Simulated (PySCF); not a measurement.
UHF on Ti (titanium, neutral)

Configuration: [Ar] 3d2 4s2, high-spin 3F determinant. Calculation: PySCF 2.14, in cc-pVDZ-DK (6s5p3d1f, 43 functions); scalar relativity by spin-free X2C-1e.

```json
{
  "Total energy": "-852.744636 hartree",
  "One-electron energy": "-1168.4383 hartree",
  "Hartree (Coulomb) energy": "357.0783 hartree",
  "Exchange energy": "-41.3847 hartree",
  "⟨S²⟩": "2.0080",
  "⟨L²⟩": "12.033",
  "Sum of ⟨r⟩": "21.54 bohr",
  "Sum of ⟨r²⟩": "49.82 bohr²",
  "Langevin diamagnetic susceptibility": "-39.5 ×10⁻⁶ cm³/mol",
  "Time after the integrals": "0.19 s of wall time on 1 thread of Neoverse-V1 (shared host)"
}
```

| shell | electrons | mean orbital energy (hartree) | rms radius, mean of both spins (bohr) |
| --- | --- | --- | --- |
| 1s α | 1 | -184.41047 | 0.0804 |
| 1s β | 1 | -184.40982 | 0.0804 |
| 2s α | 1 | -21.67587 | 0.350 |
| 2s β | 1 | -21.64257 | 0.350 |
| 2p α | 3 | -17.84436 | 0.320 |
| 2p β | 3 | -17.81065 | 0.320 |
| 3s α | 1 | -2.97206 | 1.08 |
| 3s β | 1 | -2.84498 | 1.08 |
| 3p α | 3 | -1.87896 | 1.19 |
| 3p β | 3 | -1.72236 | 1.19 |
| 3d α | 2 | -0.44023 | 1.66 |
| 4s α | 1 | -0.23435 | 4.04 |
| 4s β | 1 | -0.21139 | 4.04 |

Densities and radii are taken from the X2C orbitals without a picture-change correction, which distorts them close to the nucleus.
